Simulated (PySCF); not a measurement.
A TDDFT job, as run on `[F][Zr]([F])([F])[c]1ccccc1` (ZrPhF3).

Computed with TDDFT wB97X-D/def2-SVPD, vertical, gas phase, core orbitals frozen in the response, def2 core potentials past Kr (PySCF 2.14.0, density-fitted response routines).

Input of the driver that calls PySCF (job settings, then Cartesian coordinates in Å):

```
{"job": {"kind": "uv", "xc": "wB97X-D", "basis": "def2-SVPD", "ip": true, "nstates": 10}, "charge": 0, "multiplicity": 1}
Zr    -0.4382     0.0202    -2.6712
C     -0.0490     0.0346    -0.5142
C     -0.9603     0.6485     0.3655
C     -0.7645     0.6105     1.7450
C      0.3502    -0.0436     2.2698
C      1.2687    -0.6572     1.4176
C      1.0694    -0.6162     0.0387
H     -1.8407     1.1724    -0.0248
H     -1.4815     1.0942     2.4134
H      0.5048    -0.0744     3.3512
H      2.1427    -1.1675     1.8299
H      1.8062    -1.1017    -0.6116
F      1.2573    -0.0410    -3.5325
F     -1.4453     1.5953    -3.0219
F     -1.4525    -1.5502    -3.0108
```

The self-consistent field part of the output:

```
coarse grid: 67552 points
cycle   1  E = -577.4189149599  dE = -4.866e+00  |g| = 1.305e+00  |ddm| = 1.302e+01
cycle   2  E = -577.5721633621  dE = -1.532e-01  |g| = 1.306e+00  |ddm| = 7.103e+00
cycle   3  E = -577.9364994785  dE = -3.643e-01  |g| = 2.260e-01  |ddm| = 3.509e+00
cycle   4  E = -577.9472337586  dE = -1.073e-02  |g| = 1.505e-01  |ddm| = 1.143e+00
cycle   5  E = -577.9523998293  dE = -5.166e-03  |g| = 3.074e-02  |ddm| = 6.018e-01
cycle   6  E = -577.9527100754  dE = -3.102e-04  |g| = 1.021e-02  |ddm| = 1.546e-01
cycle   7  E = -577.9527701336  dE = -6.006e-05  |g| = 5.397e-03  |ddm| = 4.416e-02
cycle   8  E = -577.9527819766  dE = -1.184e-05  |g| = 1.538e-03  |ddm| = 2.110e-02
cycle   9  E = -577.9527838996  dE = -1.923e-06  |g| = 4.528e-04  |ddm| = 7.080e-03
final grid: 143328 points
cycle  10  E = -577.9563068325  dE = -7.302e-05  |g| = 2.363e-03  |ddm| = 1.878e-01
cycle  11  E = -577.9563074238  dE = -5.912e-07  |g| = 2.206e-03  |ddm| = 1.471e-02
cycle  12  E = -577.9563082264  dE = -8.027e-07  |g| = 5.613e-04  |ddm| = 3.466e-03
cycle  13  E = -577.9563082955  dE = -6.901e-08  |g| = 1.513e-04  |ddm| = 1.962e-03
cycle  14  E = -577.9563083032  dE = -7.738e-09  |g| = 4.949e-05  |ddm| = 6.560e-04
cycle  15  E = -577.9563083045  dE = -1.262e-09  |g| = 1.810e-05  |ddm| = 2.044e-04
cycle  16  E = -577.9563083047  dE = -2.585e-10  |g| = 9.133e-06  |ddm| = 9.656e-05
converged SCF energy = -577.9563083047
```

Task: What follows in the output?

Result: 
```
Static polarisability (au): isotropic 106.127, principal 70.393 104.726 143.263

Singlet excitations
state   eV       nm        f      main configurations
  1   4.8732    254.4   0.00213   H-2->L 0.96
  2   5.0311    246.4   0.01178   H->L 0.74, H-1->L+2 0.20
  3   5.3293    232.6   0.00060   H-2->L+1 0.91
  4   5.4079    229.3   0.19359   H-1->L 0.89
  5   5.7969    213.9   0.00007   H-1->L+1 0.93
  6   6.1718    200.9   0.00355   H-2->L+2 0.94
  7   6.1991    200.0   0.00493   H->L+1 0.98
  8   6.4449    192.4   0.15112   H-1->L+2 0.56, H->L 0.24
  9   6.5512    189.3   0.24612   H->L+2 0.74
 10   6.6484    186.5   0.01817   H-2->L+4 0.64, H-2->L+5 0.17

Triplet excitations (Tamm-Dancoff, eV): 3.9278 4.3777 4.4181 4.6706
Vertical ionisation energy (delta-SCF) = 9.5060 eV
Vertical electron affinity (delta-SCF) = 0.1176 eV
```

The SCF starts on a coarse grid; the energy jumps when the final grid takes over, and dE counts afresh there. The run used 263 basis functions and 16 SCF iterations for the ground state.

The run took 8.9 min (with the writing of density and orbital grids) on one thread of an Arm Neoverse V1, shared host, and the process peaked at 1.6 GiB of memory.

Isolated species at its PBE0-D3(BJ)/def2-SVP geometry, gas phase. Atoms past krypton carry effective core potentials; spin–orbit coupling is left out.

The pairwise dispersion term of wB97X-D wasn't added to the energies; at a given geometry it leaves orbitals and properties as they are.
